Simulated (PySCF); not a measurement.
**C₆ coefficients of unlike pairs at UHF**

Calculated with PySCF 2.14 from the dipole response of each species, C₆(A,B) = (3/π) ∫ α_A(iu) α_B(iu) du, in atomic units, from isotropic polarisabilities. For ions this is the dispersion term alone; charge-induced terms of lower order in 1/R come first.

| species | configuration | basis | relativity | α (bohr³) | C₆ (like pair) |
| --- | --- | --- | --- | --- | --- |
| Ar⁺ | [Ne] 3s2 3p5 (2P) | dyall-acv3z (19s12p6d4f) | none | 6.779 | 30.46 |
| He | 1s2 (1S) | dyall-acv3z (10s3p2d) | none | 1.307 | 1.367 |
| Co⁺ | [Ar] 3d8 (3F) | x2c-QZVPPall with one added diffuse shell each of s, p, d, f, g type (12s8p6d5f3g) | spin-free X2C | 6.870 | 23.29 |
| Ag³⁺ | [Kr] 4d8 (3F) | aug-cc-pwCVDZ-PP with ECP28MDF (6s6p5d3f) | core potential | 3.659 | 16.26 |

(1) Estimate C₆ for Co⁺ with He.

No spin-orbit coupling is included.

The other pairs:

```tsv
pair	C₆
Ag³⁺, He	4.600
Ag³⁺, Ar⁺	21.21
Co⁺, Ar⁺	26.40
He, Ar⁺	6.426
Ag³⁺, Co⁺	18.63
```

## Answers

(1) The integral gives 5.574. The combination rule 2 C_A C_B / (C_A α_B/α_A + C_B α_A/α_B) gives 5.483 and the geometric mean 5.644.
